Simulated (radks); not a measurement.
Isoelectronic series with 29 electrons, all held in the configuration [Ar] 3d10 4s1, which need not be the ground one along the series. Method: scalar-relativistic Kohn-Sham, LDA (Slater exchange, Perdew-Wang correlation), spin-polarised, spherical densities, point nucleus; open shells are filled with parallel spins first (spin-orbit coupling, left out, can overturn this in heavy ions); computed with a radial shooting solver on a logarithmic mesh with Libxc functionals. Total energies (hartree) and orbital eigenvalues (hartree) (* marks an orbital that is empty in some or all of the ions):

| ion | E (hartree) | 4s down* | 4s up | 3d down |
|---|---|---|---|---|
| Cu | -1652.27081 | -0.16076 | -0.19035 | -0.19044 |
| Zn+ | -1792.95574 | -0.50352 | -0.54327 | -0.73362 |
| Ga2+ | -1940.12780 | -0.94384 | -0.99294 | -1.45419 |
| Ge3+ | -2093.76178 | -1.46864 | -1.52656 | -2.32620 |
| As4+ | -2253.85129 | -2.07157 | -2.13791 | -3.33635 |
| Se5+ | -2420.40030 | -2.74901 | -2.82350 | -4.47692 |
| Br6+ | -2593.41926 | -3.49872 | -3.58114 | -5.74305 |
| Kr7+ | -2772.92303 | -4.31925 | -4.40946 | -7.13152 |
| Rb8+ | -2958.92973 | -5.20964 | -5.30750 | -8.64008 |
| Sr9+ | -3151.46005 | -6.16923 | -6.27466 | -10.26711 |
